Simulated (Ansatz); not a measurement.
A made-up structure of BSiH₄OF, singlet:

| atom | x (Å) | y (Å) | z (Å) |
| --- | --- | --- | --- |
| B1 | -0.2853 | 1.2458 | -0.9036 |
| O2 | -1.0729 | -1.5652 | 1.2951 |
| Si3 | 0.2488 | -0.8798 | 0.7390 |
| F4 | -0.1255 | 0.6580 | 0.3031 |
| H5 | -0.1095 | 0.6074 | -1.9076 |
| H6 | -0.5960 | 2.4015 | -0.9290 |
| H7 | 1.2302 | -0.8157 | 1.8376 |
| H8 | 0.7101 | -1.6520 | -0.4347 |

It is relaxed with PBE-D4/def2-SVP and then PBE0-D4/def2-TZVP (Ansatz 0.2.0). Atoms count as bonded within 1.22 times the sum of their covalent radii (H–H: 0.88 Å). The end point is not checked to be a true minimum.

Task: Does its bonding change? (A judgement: the text doesn't fix the answer.)

Result: Computed: Yes. Formed: B1–O2; broken: B1–F4.

Where it ends: The first stage lowers the energy by 5.01 eV in 42 steps. It ends as BSiH₄OF ([BH2][O][SiH2][F]):
```xyz
8
angstrom
B -1.1268 0.7895 -0.7455
O -0.3771 0.5277 0.3486
Si 0.8012 -0.5786 0.6359
F 2.1948 0.1853 0.6533
H -0.9929 0.1203 -1.7358
H -1.9134 1.6897 -0.6853
H 0.5737 -1.1496 1.9762
H 0.8404 -1.5844 -0.4474
```

Labels in which every atom is bracketed show which atoms are joined, not bond orders.

For scale, one of the runs: PBE0-D4/def2-TZVP relaxation, 154 basis functions, launched by `ansatz run in.yaml --threads 2 --pin off --events-out ev --progress --plain --max-ram 4352MiB`. The run took about 22 s on 2 CPU threads of an Intel Xeon Platinum 8488C (shared host).
